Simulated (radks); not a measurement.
All-electron atom: the fluorine ion F5+ in [He] 2s2 (the NIST ground configuration). Calculated with a radial shooting solver on a logarithmic mesh with Libxc functionals: non-relativistic Kohn-Sham, r2SCAN, spin-polarised, spherical densities, point nucleus; meta-GGA in the generalised Kohn-Sham scheme.

Local quantities along the radius. ELF = 1/(1 + alpha^2) is the electron localisation function; alpha = (tau - tau_W)/tau_unif compares the Pauli kinetic energy density with that of the uniform gas (summed over spins).

r (bohr)    ELF       alpha
0.005566  1.000   2.003e-06
0.006798  1.000   3.067e-06
0.008237  1.000   4.640e-06
0.01006   1.000   7.193e-06
0.01219   1.000  0.00001105
0.01489   1.000  0.00001744
0.01819   1.000  0.00002789
0.02204   1.000  0.00004441
0.02691   1.000  0.00007345
0.03261   1.000   0.0001217
0.03983   1.000   0.0002115
0.04865   1.000   0.0003805
0.05895   1.000   0.0006957
0.072     1.000    0.001372
0.08724   1.000    0.002793
0.1066    1.000    0.006324
0.1301    1.000     0.01577
0.1577    0.998     0.04234
0.1926    0.982      0.1358
0.2334    0.817      0.4738
0.285     0.218       1.895
0.3482    0.037       5.088
0.4218    0.052       4.250
0.5152    0.444       1.120
0.6243    0.949      0.2308
0.7625    0.998     0.04249
0.9314    1.000    0.007602
1.128     1.000    0.001377
1.378     1.000   0.0002091
1.67      1.000  0.00002983
2.04      1.000   3.336e-06
2.491     1.000   3.129e-07

On this mesh the ELF has minima near r = 0.38 bohr, which separate the shells.

Self-consistent cycle (total energy in hartree, residual of the potential): 1: -87.829670, 3e+00; 2: -87.923544, 2e+00; 3: -88.006868, 1e-01; 4: -88.007016, 8e-02; 5: -88.007086, 4e-03; 6: -88.007086, 2e-04; 7: -88.007086, 5e-05; 8: -88.007086, 2e-06; 9: -88.007086, 1e-06.
